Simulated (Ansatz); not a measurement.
Relaxation of C2H5NSi (9 atoms, charge 0, multiplicity 1), to a largest force component of 0.02 eV/Å in at most 50 steps.

Computed with Ansatz 0.2.0, RKS CAM-B3LYP/6-31G*.

```xyz
9
Properties=species:S:1:pos:R:3:forces:R:3
C -0.969 1.346 -0.987 0.00 0.09 -0.07
C 0.066 0.678 -0.479 0.19 0.06 -0.05
N -0.111 -0.435 0.295 0.67 -0.91 0.69
Si 0.724 -1.540 1.118 -1.14 0.72 -0.57
H -0.826 2.219 -1.597 0.10 0.30 -0.20
H -1.979 1.028 -0.800 -0.31 -0.15 0.09
H 1.078 1.020 -0.685 0.14 0.11 -0.07
H 2.146 -1.794 1.375 0.46 0.17 -0.09
H -0.130 -2.522 1.760 -0.12 -0.39 0.27
```

Q: Where does it end, and by what steps?

A: The forces met the threshold. The force dipped under the threshold on the way, but the program's further checks kept it going. After 6 steps the energy has fallen by 0.073 eV; H8 moved furthest, 0.21 Å.

```
step  energy less start (eV)  largest force component (eV/Å)  accepted
   0                  0.0000                           1.138       yes
   1                 -0.0536                           0.558       yes
   2                 -0.0703                           0.116       yes
   3                 -0.0710                           0.143       yes
   4                 -0.0698                           0.152        no
   5                 -0.0729                           0.014       yes
   6                 -0.0733                           0.010       yes
```

```xyz
9
Properties=species:S:1:pos:R:3
C -0.947 1.360 -0.998
C 0.042 0.644 -0.455
N -0.196 -0.473 0.319
Si 0.658 -1.549 1.120
H -0.736 2.235 -1.602
H -1.983 1.079 -0.842
H 1.077 0.953 -0.630
H 2.138 -1.629 1.250
H -0.054 -2.619 1.837
```

Run time: 14 s on 2 threads of Arm Neoverse V1, on a shared host, peak memory 0.15 GiB.
